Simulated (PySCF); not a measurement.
A species of formula C9H13P has this rotational fingerprint, computed with PBE0/pcSseg-1 in PySCF (dipole) on a GFN2-xTB geometry, gas phase:

* Rotational constants: A = 2725, B = 626.7, C = 591.3 MHz
* Dipole components: |μa| = 0.47 D, |μb| = 0.92 D, |μc| = 0.56 D
* Inertial defect: -137.17 u·Å²
* κ: -0.97

Question: Which structure is it? (One computed conformer of each.)
A. `[CH2:1]=[P:2]([CH3:3])([CH3:4])[c:5]1[cH:6][cH:7][cH:8][cH:9][cH:10]1` with C1–P2–C5–C6 -39°
B. `[CH3:1][P:2]([CH3:3])[CH2:4][c:5]1[cH:6][cH:7][cH:8][cH:9][cH:10]1` with C1–P2–C4–C5 69°, P2–C4–C5–C6 67°
C. `[CH2:1]=[CH:2][c:3]1[c:4]([CH3:5])[pH:6][c:7]([CH3:8])[c:9]1[CH3:10]` with C1–C2–C3–C4 -137°

Answer: B. It is CP(C)Cc1ccccc1, a near-prolate asymmetric top, point group C1. The candidates at the same level (rigid rotor, commonest isotopes):

```tsv
SMILES	A (MHz)	B (MHz)	C (MHz)	μa (D)	μb (D)	μc (D)	Δ (u·Å²)	point group	rotor
CP(C)Cc1ccccc1	2725	626.7	591.3	0.47	0.92	0.56	-137.17	C1	near-prolate asymmetric top
C=Cc1c(C)[pH]c(C)c1C	1423	1118	646.5	0.50	0.58	0.57	-25.55	C1	asymmetric top
C=P(C)(C)c1ccccc1	2159	800.3	687.4	0.72	2.61	1.49	-130.49	C1	asymmetric top
```

`C=P(C)(C)c1ccccc1` has B 28 % too high; `C=Cc1c(C)[pH]c(C)c1C` has B 78 % too high. No structure here is proved a minimum.
